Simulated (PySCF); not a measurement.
Isomers of C3H12OSi3, mass 148.020 u with the commonest isotopes. Theory: PBE0/pcSseg-1 in PySCF (dipole) on a GFN2-xTB geometry, gas phase. One conformer each, none proved a minimum here; rigid rotors.

Question: Order these by radius of gyration √(Σ m r²/M), smallest first.
A. `[CH2:1]=[CH:2][CH2:3][Si@H:4]([SiH3:5])[O:6][SiH3:7]` with C1–C2–C3–Si4 103°, C2–C3–Si4–Si5 53°, C3–Si4–O6–Si7 23°
B. `[SiH3:1][SiH2:2][O:3][SiH2:4][CH:5]1[CH2:6][CH2:7]1` with Si1–Si2–O3–Si4 -175°, Si2–O3–Si4–C5 -176°, O3–Si4–C5–C6 173°
C. `[SiH3:1][O:2][SiH2:3][CH2:4][C@H:5]1[CH2:6][SiH2:7]1` with O2–Si3–C4–C5 -179°, Si3–C4–C5–C6 74°
D. `[O:1]=[CH:2][SiH2:3][CH2:4][SiH2:5][CH2:6][SiH3:7]` with O1–C2–Si3–C4 23°, C2–Si3–C4–Si5 -35°, Si3–C4–Si5–C6 -49°, C4–Si5–C6–Si7 -56°

Answer: A (2.211 Å), D (2.238 Å), B (2.583 Å), C (2.785 Å).

Question: Order these by rotational constant C, largest first.
A. `[CH2:1]=[CH:2][CH2:3][Si@H:4]([SiH3:5])[O:6][SiH3:7]` with C1–C2–C3–Si4 103°, C2–C3–Si4–Si5 53°, C3–Si4–O6–Si7 23°
B. `[SiH3:1][O:2][SiH2:3][CH2:4][C@H:5]1[CH2:6][SiH2:7]1` with O2–Si3–C4–C5 -179°, Si3–C4–C5–C6 74°
C. `[O:1]=[CH:2][SiH2:3][CH2:4][SiH2:5][CH2:6][SiH3:7]` with O1–C2–Si3–C4 23°, C2–Si3–C4–Si5 -35°, Si3–C4–Si5–C6 -49°, C4–Si5–C6–Si7 -56°
D. `[SiH3:1][SiH2:2][O:3][SiH2:4][CH:5]1[CH2:6][CH2:7]1` with Si1–Si2–O3–Si4 -175°, Si2–O3–Si4–C5 -176°, O3–Si4–C5–C6 173°

Answer: C (817.0 MHz), A (788.0 MHz), D (524.9 MHz), B (449.7 MHz).

Question: Order these by rotational constant B, smallest first.
A. `[SiH3:1][SiH2:2][O:3][SiH2:4][CH:5]1[CH2:6][CH2:7]1` with Si1–Si2–O3–Si4 -175°, Si2–O3–Si4–C5 -176°, O3–Si4–C5–C6 173°
B. `[CH2:1]=[CH:2][CH2:3][Si@H:4]([SiH3:5])[O:6][SiH3:7]` with C1–C2–C3–Si4 103°, C2–C3–Si4–Si5 53°, C3–Si4–O6–Si7 23°
C. `[CH2:1]=[CH:2][CH2:3][SiH2:4][SiH2:5][SiH2:6][OH:7]` with C1–C2–C3–Si4 -98°, C2–C3–Si4–Si5 60°, C3–Si4–Si5–Si6 45°, Si4–Si5–Si6–O7 11°, Si5–Si6–O7–H 178°
D. `[SiH3:1][O:2][SiH2:3][CH2:4][C@H:5]1[CH2:6][SiH2:7]1` with O2–Si3–C4–C5 -179°, Si3–C4–C5–C6 74°
E. `[O:1]=[CH:2][SiH2:3][CH2:4][SiH2:5][CH2:6][SiH3:7]` with O1–C2–Si3–C4 23°, C2–Si3–C4–Si5 -35°, Si3–C4–Si5–C6 -49°, C4–Si5–C6–Si7 -56°

Answer: D (471.6 MHz), A (607.6 MHz), E (856.1 MHz), C (983.1 MHz), B (1114 MHz).

```
                      SMILES  point group  Ia (u·Å²)  Ib (u·Å²)  Ic (u·Å²)      κ  μa (D)  μb (D)  μc (D)
[SiH3]O[SiH2]C[C@H]1C[SiH2]1           C1     100.84    1071.74    1123.86  -0.99    0.39    0.51    0.28
    [SiH3][SiH2]O[SiH2]C1CC1           C1     181.02     831.77     962.81  -0.93    0.46    0.17    0.04
     O=C[SiH2]C[SiH2]C[SiH3]           C1     273.45     590.35     618.57  -0.92    1.14    1.53    0.37
   C=CC[Si@H]([SiH3])O[SiH3]           C1     352.14     453.60     641.37   0.01    0.22    0.59    0.15
     C=CC[SiH2][SiH2][SiH2]O           C1     301.67     514.07     617.93  -0.61    0.76    0.91    0.70
```
